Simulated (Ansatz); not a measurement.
```yaml
atoms:
  - { symbol: C, position_ang: [1.4000, 0.0000, 0.0000] }
  - { symbol: C, position_ang: [0.7000, 1.2124, 0.0000] }
  - { symbol: C, position_ang: [-0.7000, 1.2124, 0.0000] }
  - { symbol: C, position_ang: [-1.4000, 0.0000, 0.0000] }
  - { symbol: C, position_ang: [-0.7000, -1.2124, 0.0000] }
  - { symbol: C, position_ang: [0.7000, -1.2124, 0.0000] }
  - { symbol: H, position_ang: [2.4850, 0.0000, 0.0000] }
  - { symbol: H, position_ang: [1.2425, 2.1521, 0.0000] }
  - { symbol: H, position_ang: [-1.2425, 2.1521, 0.0000] }
  - { symbol: H, position_ang: [-2.4850, 0.0000, 0.0000] }
  - { symbol: H, position_ang: [-1.2425, -2.1521, 0.0000] }
  - { symbol: H, position_ang: [1.2425, -2.1521, 0.0000] }
```

Basis set: def2-TZVP (spherical functions). Charge 0, multiplicity 1.

Computed with Ansatz (development build ahead of 0.2.0); each method stands on the lowest determinant of its kind that the runs found. Restricted functionals stand beside restricted open-shell atoms, which can lie above the unrestricted atoms usual in DFT and then raise those values.

The atomization energy at this shape (free ground-state atoms in the same class of orbitals less the molecule, no zero-point energy) of singlet C₆H₆:

```tsv
method	atomization energy
ωB97X (restricted)	1375.00 kcal/mol
PBE0 (restricted)	1391.49 kcal/mol
PBE0 (unrestricted)	1384.21 kcal/mol
RHF	1040.97 kcal/mol
```

Problem. What does UHF give?

Solution. 1024.37 kcal/mol. Caution for UHF: the unrestricted determinant is spin contaminated.

The shape needn't be a minimum at these levels.
